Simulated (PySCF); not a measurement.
## Dipole moment and polarisability of `Cn1nc(C(F)(F)F)cc1Cl`

Species: C5H4ClF3N2.
Geometry (PBE0-D3(BJ)/def2-SVP, Å), atoms numbered from 1 in this order:
```xyz
15
C5H4ClF3N2 angstrom
C     -2.4108    0.5150   -0.0662
N     -1.0469    0.0502   -0.0146
N     -0.0726    0.8415    0.4155
C      1.0299    0.1105    0.3452
C      2.3511    0.6966    0.7348
F      2.3165    1.2471    1.9470
F      2.7479    1.6415   -0.1204
F      3.2903   -0.2547    0.7428
C      0.7829   -1.1876   -0.1411
C     -0.5808   -1.1780   -0.3590
Cl    -1.6251   -2.3927   -0.9373
H     -2.4027    1.5616    0.2557
H     -3.0491   -0.0760    0.6063
H     -2.8050    0.4430   -1.0897
H      1.4802   -2.0031   -0.3049
```

Level: CAM-B3LYP/def2-SVPD (PySCF), static field, nuclei fixed, core orbitals frozen in the response. The polarisability tensor in these axes (au):

```
x   104.88   7.09   9.30
y     7.09  90.84  11.39
z     9.30  11.39  66.13
```

**Question.** Diagonalise the tensor; give its mean and Δα, where Δα² is half the sum of the squared differences of the eigenvalues.

**Answer.** Principal values 60.78, 89.36 and 111.70 au; mean 87.28 au = 12.93 Å³ = 14.39 × 10⁻⁴⁰ C²·m²/J; Δα = 44.21 au (51 % of the mean).

**Question.** What is the dipole moment, and where does it point?

**Answer.** (-3.57, -1.54, -1.06) D, 4.03 D in size, pointing from the negative to the positive side. Measured along this direction, the outermost atoms are F6, F7 and F8 at the negative end and H14, Cl11 and H13 at the positive end.

**Question.** In a dilute gas of rigid molecules at 400 K, how does the orientational term μ²/3kT compare with the electronic polarisability?

**Answer.** In Gaussian units μ²/3kT = 97.88 Å³ against 12.93 Å³, a ratio of 7.57; the Debye molar polarisation (4π/3)N_A(α + μ²/3kT) is 279.5 cm³/mol, leaving out the vibrational part.

**Question.** Give the principal axes and the span of the nuclei along them.

**Answer.** Largest value along (0.85, 0.44, 0.28), where the nuclei span 5.79 Å; middle along (-0.51, 0.84, 0.21), 5.07 Å; least along (-0.15, -0.32, 0.94), 2.12 Å. The response follows the extents in order.

**Question.** What depolarisation ratio follows for Rayleigh scattering of linearly polarised light, taking the static tensor?

**Answer.** ρ = 3Δα²/(45ᾱ² + 4Δα²) = 5864.3/(342826 + 7819.1) = 0.0167.

**Question.** Traceless (Buckingham) quadrupole moment about the centre of nuclear charge: eigenvalues?

**Answer.** -7.78, -2.45, 10.23 D·Å. The values depend on the origin, since the dipole doesn't vanish. The electronic extent ⟨r²⟩ about the same centre is 2225 bohr², a root-mean-square distance of 2.60 Å for the 92 electrons.

**Question.** In TDDFT the mean static polarisability is Σ f/ω² over all singlet excitations (ω in hartree). How much of it do the 6 lowest give? Their energies (eV) and oscillator strengths: 6.49, 0.1218; 6.68, 0.0020; 6.69, 0.0593; 6.90, 0.0060; 7.18, 0.0016; 7.59, 0.0185.

**Answer.** They add up to 3.51 au, 4.0 % of the 87.28 au; the largest single term is 2.14 au, from the state at 6.49 eV. Terms in order: 2.14, 0.03, 0.98, 0.09, 0.02, 0.24 au. Higher excitations give the rest. The strengths listed sum to 0.209.

Isolated species at its PBE0-D3(BJ)/def2-SVP geometry, gas phase.

The run behind these numbers computed excited states as well. Hardware: one thread of an Arm Neoverse V1, shared host with 32 logical CPUs at a one-minute load of 41. Cost: 2.0 min of wall time (grids of density and orbitals included), 1.4 GiB resident at most.
